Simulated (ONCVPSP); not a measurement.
# Configuration tests for Ru (Z = 44) (ONCV)

```
Element                 : Ru (Z = 44)
Generator               : ONCVPSP 4.0.1
Type                    : optimised norm-conserving Vanderbilt (ONCV)
Functional              : LDA (Perdew-Wang 92)
Relativity              : scalar-relativistic
Frozen core             : [Ar] 3d10
Valence charge          : 16
Reference configuration : 4s2 4p6 4d5 (charge +3)
Partial waves           : 4s: rc 1.50 bohr, ncon 3, nbas 8, qcut 10.3 1/bohr, 2 projectors, debl 3.9 Ha; 4p: rc 1.90 bohr, ncon 4, nbas 8, qcut 8 1/bohr, 2 projectors, debl 1.3 Ha; 4d: rc 1.60 bohr, ncon 5, nbas 10, qcut 8.2 1/bohr, 2 projectors, debl 1.8 Ha
Local potential         : polynomial inside 1.35 bohr (lpopt 4, dvloc0 0 Ha)
Core correction         : Teter function, parameters optimised by the program
```

In the s channel the program set the typed energies aside and used -4.084, 0.250 Ha. In the p channel the program set the typed energies aside and used -2.971, 0.050 Ha.

Energies are relative to the spin-unpolarised reference configuration 4s2 4p6 4d5; without spin polarisation the order of configurations can differ from experiment.

Task: Give the all-electron excitation energy and the error of the potential for: 4s2 4p6 4d7 5s1; 4s2 4p6 4d7; 4s2 4p6 4d6; 4s2 4p6 4d6 5s1.

Result:

```tsv
valence configuration	charge	ΔE all-electron (eV)	error AE − PS (meV)
4s2 4p6 4d7 5s1	0	-56.894	+5.8
4s2 4p6 4d7	+1	-49.289	+4.0
4s2 4p6 4d6	+2	-30.851	+3.0
4s2 4p6 4d6 5s1	+1	-46.572	+6.1
```

Levels in the configuration 4s2 4p6 4d7:

```tsv
level	all-electron (eV)	pseudo (eV)
4s	-83.908	-83.930
4p	-54.026	-54.021
4d	-12.801	-12.800
```
